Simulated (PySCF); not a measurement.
Predicted microwave data (PBE0/pcSseg-1 in PySCF (dipole) on a GFN2-xTB geometry, gas phase) for one isomer of C6H14Si3:

| Item | Value |
| --- | --- |
| Rotational constants | A = 846.0, B = 792.3, C = 527.3 MHz |
| Dipole components | \|μa\| = 1.04 D, \|μb\| = 0.22 D, \|μc\| = 0.70 D |
| Inertial defect | -276.85 u·Å² |
| κ | 0.66 |

**Question.** Which candidate fits, each taken in the one conformer that was computed?
A. `[CH:1]#[C:2][C@H:3]1[SiH2:4][C@@H:5]([SiH2:6][CH2:7][CH3:8])[SiH2:9]1` with Si4–C5–Si6–C7 166°, C5–Si6–C7–C8 55°
B. `[CH:1]#[C:2][SiH2:3][SiH2:4][SiH2:5][CH:6]1[CH2:7][CH2:8][CH2:9]1` with C2–Si3–Si4–Si5 58°, Si3–Si4–Si5–C6 178°, Si4–Si5–C6–C7 174°, Si5–C6–C7–C8 -130°, C6–C7–C8–C9 10°, C7–C8–C9–C6 -10°, Si5–C6–C9–C8 131°
C. `[CH:1]#[C:2][SiH2:3][Si@:4]([CH3:5])([CH:6]=[CH2:7])[CH2:8][SiH3:9]` with C2–Si3–Si4–C5 -166°, Si3–Si4–C6–C7 114°, Si3–Si4–C8–Si9 -67°
D. `[CH:1]#[C:2][Si@@H:3]([CH:4]=[CH2:5])[C@@H:6]([SiH3:7])[SiH2:8][CH3:9]` with C2–Si3–C4–C5 -140°, C2–Si3–C6–Si7 166°, Si3–C6–Si8–C9 55°
E. `[CH3:1][Si@H:2]([C:3]#[C:4][CH:5]1[CH2:6][CH2:7]1)[SiH2:8][SiH3:9]` with C1–Si2–Si8–Si9 97°
F. `[CH2:1]=[CH:2][SiH2:3]/[CH:4]=[C:5](/[CH:6]=[CH2:7])[SiH2:8][SiH3:9]` with C1–C2–Si3–C4 118°, C2–Si3–C4–C5 59°, C4–C5–C6–C7 165°, C4–C5–Si8–Si9 -98°

**Answer.** C. It is C#C[SiH2][Si@](C)(C=C)C[SiH3], an asymmetric top, point group C1. The candidates at the same level (rigid rotor, commonest isotopes):

```csv
SMILES,A (MHz),B (MHz),C (MHz),μa (D),μb (D),μc (D),Δ (u·Å²),point group,rotor
C[Si@H](C#CC1CC1)[SiH2][SiH3],1086,577.2,419.0,1.12,0.00,0.53,-134.89,C1,asymmetric top
C#C[SiH2][Si@](C)(C=C)C[SiH3],846.0,792.3,527.3,1.04,0.22,0.70,-276.85,C1,asymmetric top
C#C[C@H]1[SiH2][C@@H]([SiH2]CC)[SiH2]1,1846,521.5,484.1,1.20,0.14,1.04,-199.10,C1,near-prolate asymmetric top
C=C[SiH2]/C=C(/C=C)[SiH2][SiH3],1142,663.8,490.5,0.17,0.17,0.63,-173.58,C1,asymmetric top
C#C[SiH2][SiH2][SiH2]C1CCC1,2098,368.8,346.1,1.29,0.10,0.23,-151.28,C1,near-prolate asymmetric top
C#C[Si@@H](C=C)[C@@H]([SiH3])[SiH2]C,942.9,810.1,585.3,0.76,0.25,0.16,-296.34,C1,asymmetric top
```

`C[Si@H](C#CC1CC1)[SiH2][SiH3]` has A 28 % too high; `C#C[C@H]1[SiH2][C@@H]([SiH2]CC)[SiH2]1` has A 118 % too high; `C#C[Si@@H](C=C)[C@@H]([SiH3])[SiH2]C` has A 11 % too high; `C#C[SiH2][SiH2][SiH2]C1CCC1` has A 148 % too high; `C=C[SiH2]/C=C(/C=C)[SiH2][SiH3]` has A 35 % too high. No structure here is proved a minimum.
